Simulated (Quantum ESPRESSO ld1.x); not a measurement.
Results of a calculation; reference values are marked as such.
Question: The molybdenum ion Mo30+, 12 electrons, occupied as [Ne] 3s2 (the NIST ground configuration). Level of theory: scalar-relativistic Kohn-Sham, LDA (Slater exchange, Perdew-Zunger correlation), spin-polarised, spherical densities, point nucleus (ld1.x of Quantum ESPRESSO 7.5). Some entries of the table are withheld. Estimate them.

orbital  occ.  eigenvalue (eV)  <1/r> (bohr^-1)  <r^2> (bohr^2)
1s          2         -21401.2            43.51        0.001670
2s          2              (1)            9.965             (2)
2p          6         -4038.70              (3)             (4)
3s          2         -1702.74            4.028          0.1542

Answer: 
(1) 2s eigenvalue (eV): -4315.43
(2) 2s <r^2> (bohr^2): 0.02689
(3) 2p <1/r> (bohr^-1): 9.677
(4) 2p <r^2> (bohr^2): 0.02097
